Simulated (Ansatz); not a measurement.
BiCl3. Total charge 0; singlet. Geometry r2SCAN-D4/def2-SVP.

```tsv
atom	x (Å)	y (Å)	z (Å)
Bi1	0.180	0.837	0.225
Cl2	-1.380	0.425	-1.643
Cl3	-0.839	-0.647	1.914
Cl4	2.040	-0.616	-0.497
```

In the def2 sets Bi takes a core potential; there is no spin–orbit coupling.

(1) Estimate the orbital energies around the gap (eV) in Ansatz with LDA (SPW92)/def2-TZVP, PBE-D4/def2-SVP, PBE-D4/def2-TZVP, r2SCAN-D4/def2-TZVP, PBE0-D4/def2-TZVP.

## Answers

(1) 
```json
{"orbital": "HOMO−5", "LDA (SPW92)/def2-TZVP": "-8.25", "PBE-D4/def2-SVP": "-7.77", "PBE-D4/def2-TZVP": "-8.07", "r2SCAN-D4/def2-TZVP": "-8.46", "PBE0-D4/def2-TZVP": "-9.51"}
{"orbital": "HOMO−4", "LDA (SPW92)/def2-TZVP": "-8.25", "PBE-D4/def2-SVP": "-7.77", "PBE-D4/def2-TZVP": "-8.07", "r2SCAN-D4/def2-TZVP": "-8.46", "PBE0-D4/def2-TZVP": "-9.51"}
{"orbital": "HOMO−3", "LDA (SPW92)/def2-TZVP": "-7.94", "PBE-D4/def2-SVP": "-7.48", "PBE-D4/def2-TZVP": "-7.77", "r2SCAN-D4/def2-TZVP": "-8.15", "PBE0-D4/def2-TZVP": "-9.17"}
{"orbital": "HOMO−2", "LDA (SPW92)/def2-TZVP": "-7.94", "PBE-D4/def2-SVP": "-7.48", "PBE-D4/def2-TZVP": "-7.77", "r2SCAN-D4/def2-TZVP": "-8.15", "PBE0-D4/def2-TZVP": "-9.16"}
{"orbital": "HOMO−1", "LDA (SPW92)/def2-TZVP": "-7.82", "PBE-D4/def2-SVP": "-7.36", "PBE-D4/def2-TZVP": "-7.65", "r2SCAN-D4/def2-TZVP": "-8.04", "PBE0-D4/def2-TZVP": "-9.07"}
{"orbital": "HOMO", "LDA (SPW92)/def2-TZVP": "-7.80", "PBE-D4/def2-SVP": "-7.33", "PBE-D4/def2-TZVP": "-7.61", "r2SCAN-D4/def2-TZVP": "-7.96", "PBE0-D4/def2-TZVP": "-8.82"}
{"orbital": "LUMO", "LDA (SPW92)/def2-TZVP": "-3.52", "PBE-D4/def2-SVP": "-3.02", "PBE-D4/def2-TZVP": "-3.25", "r2SCAN-D4/def2-TZVP": "-3.11", "PBE0-D4/def2-TZVP": "-2.55"}
{"orbital": "LUMO+1", "LDA (SPW92)/def2-TZVP": "-3.17", "PBE-D4/def2-SVP": "-2.67", "PBE-D4/def2-TZVP": "-2.89", "r2SCAN-D4/def2-TZVP": "-2.74", "PBE0-D4/def2-TZVP": "-2.22"}
{"orbital": "LUMO+2", "LDA (SPW92)/def2-TZVP": "-3.17", "PBE-D4/def2-SVP": "-2.67", "PBE-D4/def2-TZVP": "-2.89", "r2SCAN-D4/def2-TZVP": "-2.74", "PBE0-D4/def2-TZVP": "-2.22"}
{"orbital": "LUMO+3", "LDA (SPW92)/def2-TZVP": "2.04", "PBE-D4/def2-SVP": "4.79", "PBE-D4/def2-TZVP": "2.11", "r2SCAN-D4/def2-TZVP": "2.87", "PBE0-D4/def2-TZVP": "2.72"}
{"orbital": "LUMO+4", "LDA (SPW92)/def2-TZVP": "2.04", "PBE-D4/def2-SVP": "5.26", "PBE-D4/def2-TZVP": "2.18", "r2SCAN-D4/def2-TZVP": "2.87", "PBE0-D4/def2-TZVP": "2.86"}
{"orbital": "LUMO+5", "LDA (SPW92)/def2-TZVP": "2.04", "PBE-D4/def2-SVP": "5.26", "PBE-D4/def2-TZVP": "2.18", "r2SCAN-D4/def2-TZVP": "3.16", "PBE0-D4/def2-TZVP": "2.86"}
```
